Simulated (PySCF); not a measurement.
**Titanium: a sound run and one with changed settings**

Sound run: Ti+ [Ar] 3d2 4s1, Ti(2+) [Ar] 3d2. Computed with PySCF 2.14 in cc-pVTZ-DK, with scalar relativity by spin-free X2C-1e. The sound run starts from symmetry-adapted Hartree-Fock orbitals and uses a fine grid where one is needed.

A second run was set up differently.

```json
{"species": "Ti+", "method": "UHF", "sound run (hartree)": "-852.54329", "changed run (hartree)": "-852.54329", "converged": "yes"}
{"species": "Ti+", "method": "TPSS", "sound run (hartree)": "-853.49703", "changed run (hartree)": "-853.40462", "converged": "yes"}
{"species": "Ti+", "method": "M06-2X", "sound run (hartree)": "-853.46023", "changed run (hartree)": "-853.26982", "converged": "yes"}
{"species": "Ti(2+)", "method": "UHF", "sound run (hartree)": "-852.06777", "changed run (hartree)": "-852.06777", "converged": "yes"}
{"species": "Ti(2+)", "method": "TPSS", "sound run (hartree)": "-852.99326", "changed run (hartree)": "-852.88128", "converged": "yes"}
{"species": "Ti(2+)", "method": "M06-2X", "sound run (hartree)": "-852.96088", "changed run (hartree)": "-852.75377", "converged": "yes"}
```

Ionisation energy of Ti+:

```json
{"method": "UHF", "sound run (eV)": "12.940", "changed run (eV)": "12.940"}
{"method": "TPSS", "sound run (eV)": "13.708", "changed run (eV)": "14.241"}
{"method": "M06-2X", "sound run (eV)": "13.588", "changed run (eV)": "14.042"}
```

Question: What was changed?
A. basis contracted for another Hamiltonian
B. level shift left on
C. radial grid too coarse
D. a valence shell is frozen

Answer: C. It used radial step 0.8 in ln r (0.13 in the sound run). A coarse radial grid mis-integrates the density and the exchange-correlation energy, with errors of either sign; Hartree-Fock needs no grid.
